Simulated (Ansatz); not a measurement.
Computed with Ansatz on PBE0-D4/def2-TZVP structures; ΔE is electronic, products minus reactants. CCSD(T)/CBS adds triple-zeta CCSD(T) − MP2 to the extrapolated MP2 energy (def2 sets, frozen cores). This one scheme is used for every species. DFT in def2-TZVPP. Elements past krypton have def2 core potentials. For I, In outer-core shells are correlated without core-valence functions, which leaves a few kJ/mol of doubt a bond. One conformer a species, not always the lowest.

`[CH3][In]([F])[SH]` + HI → `[CH3][In]([F])[I]` + H₂S  (ligand exchange at the In–S bond)

| level | ΔE (kJ/mol) |
| --- | --- |
| B97M-V | -47.0 |
| PBE0-D4 | -52.9 |
| PBE-QIDH | -55.3 |
| MP2/def2-QZVPP | -58.4 |

Question: What does CCSD(T)/CBS give? (Best estimate.)

Answer: Computed: -56.9 kJ/mol. The listed levels differ from it by 9.9, 4.0, 1.6, -1.5 kJ/mol.

Largest T1 diagnostic among the species: 0.014.

From r2SCAN to r2SCAN0 (25 % exact exchange), in def2-TZVPP and without D4, ΔE moves by −3.1 kJ/mol. Leaving LDA and LC-ωPBE aside and taking each functional with its dispersion term where it has one, the values, not all of them listed here, spread over 12.3 kJ/mol, from BHLYP-D4 to B97M-V. LDA lies +4.6 kJ/mol from PBE without D4. In def2-TZVPP, CCSD(T) changes the Hartree–Fock value by +16.5 kJ/mol (the triples alone add +1.7 kJ/mol) and MP2 by +12.3 kJ/mol.

CCSD(T)/CBS has its own doubt, a few kJ/mol and more with outer-core shells, so smaller differences from it don't rank the levels.
